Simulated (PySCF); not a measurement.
Computed IR spectrum (relative IR intensity) of a molecule C5H7F. The structure is a stationary point at PBE-D3(BJ)/def2-SVP. Other conformers were not sampled. The numbers are results of PBE-D3(BJ)/def2-SVP run with PySCF 2.14.0, not measurements. Harmonic, unscaled wavenumbers; measured fundamentals usually lie a few per cent lower.

```json
[
 {"ν (cm⁻¹)": "293", "relative intensity": "3.0"},
 {"ν (cm⁻¹)": "333", "relative intensity": "7.4"},
 {"ν (cm⁻¹)": "457", "relative intensity": "9.7"},
 {"ν (cm⁻¹)": "478", "relative intensity": "6.4"},
 {"ν (cm⁻¹)": "654", "relative intensity": "9.3"},
 {"ν (cm⁻¹)": "686", "relative intensity": "5.8"},
 {"ν (cm⁻¹)": "868", "relative intensity": "11"},
 {"ν (cm⁻¹)": "916", "relative intensity": "100"},
 {"ν (cm⁻¹)": "946", "relative intensity": "18"},
 {"ν (cm⁻¹)": "986", "relative intensity": "89"},
 {"ν (cm⁻¹)": "991", "relative intensity": "7.5"},
 {"ν (cm⁻¹)": "1009", "relative intensity": "31"},
 {"ν (cm⁻¹)": "1048", "relative intensity": "76"},
 {"ν (cm⁻¹)": "1157", "relative intensity": "6.9"},
 {"ν (cm⁻¹)": "1241", "relative intensity": "6.6"},
 {"ν (cm⁻¹)": "1246", "relative intensity": "2.4"},
 {"ν (cm⁻¹)": "1264", "relative intensity": "27"},
 {"ν (cm⁻¹)": "1288", "relative intensity": "8.3"},
 {"ν (cm⁻¹)": "1371", "relative intensity": "21"},
 {"ν (cm⁻¹)": "1388", "relative intensity": "20"},
 {"ν (cm⁻¹)": "1672", "relative intensity": "6.3"},
 {"ν (cm⁻¹)": "2931", "relative intensity": "38"},
 {"ν (cm⁻¹)": "3069", "relative intensity": "9.5"},
 {"ν (cm⁻¹)": "3074", "relative intensity": "7.7"},
 {"ν (cm⁻¹)": "3090", "relative intensity": "7.4"},
 {"ν (cm⁻¹)": "3094", "relative intensity": "4.0"},
 {"ν (cm⁻¹)": "3170", "relative intensity": "9.7"},
 {"ν (cm⁻¹)": "3175", "relative intensity": "7.4"}
]
```

**Question.** Pick the molecule that these values belong to.
A. C=CC1(F)CC1
B. C=C/C=C(/C)F
C. C=CC(F)C=C
D. C=C=C[C@@H](C)F

**Answer.** C, C=CC(F)C=C
